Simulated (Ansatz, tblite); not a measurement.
Removing and adding an electron: `FC(F)(F)/C=C/c1ccc(/C=C/c2ccc(/C=C/c3ccc(C(F)(F)F)cc3)cc2)cc1`. Total charge 0; singlet. Geometry: PBE-D4/def2-SVP. Ansatz, gas phase; energy differences of separate SCF runs; the oxidised species was run as a doublet alone; the reduced species was run as a doublet alone.

The xTB rows come from tblite. Single mean-field runs in def2-TZVP are fitted with def2-universal-jkfit.

```csv
level,−HOMO (eV),vertical IE (eV),−LUMO (eV),vertical EA (eV),HOMO–LUMO gap (eV),IE − EA (eV)
GFN1-xTB,11.29,12.90,9.36,7.82,1.93,5.08
PBE0-D4/def2-TZVP,5.99,7.05,2.71,1.77,3.28,5.28
```

Task: Estimate the rows for GFN2-xTB, PBE-D4/def2-TZVP.

Result: 
| level | −HOMO (eV) | vertical IE (eV) | −LUMO (eV) | vertical EA (eV) | HOMO–LUMO gap (eV) | IE − EA (eV) |
| --- | --- | --- | --- | --- | --- | --- |
| GFN2-xTB | 10.37 | 12.04 | 8.44 | 6.88 | 1.92 | 5.16 |
| PBE-D4/def2-TZVP | 5.27 | 6.82 | 3.34 | 1.94 | 1.92 | 4.88 |

 Raw xTB energy differences between charge states are shifted by several eV; the methods need an empirical correction for them. Sets without diffuse functions give affinities that are too small.
